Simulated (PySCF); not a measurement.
# Electron correlation in O (oxygen, neutral)

[He] 2s2 2p4, high-spin 3P determinant. Computed with PySCF 2.14 in aug-cc-pVTZ (5s4p3d2f, 46 functions), with no relativity, point nucleus. Frozen: 1s2; 6 electrons correlated.

MP2 pair energies summed by pair of shells (mhartree):

```json
{"pair": "2p-2p", "energy": "-68.60", "share (%)": "46.9"}
{"pair": "2s-2p", "energy": "-67.17", "share (%)": "45.9"}
{"pair": "2s-2s", "energy": "-10.54", "share (%)": "7.2"}
```

Total MP2 correlation energy: -146.31 mhartree.

Same-spin part -36.07 and opposite-spin part -110.25 mhartree; SCS-MP2 scales them by 1/3 and 6/5 to -144.32 mhartree.
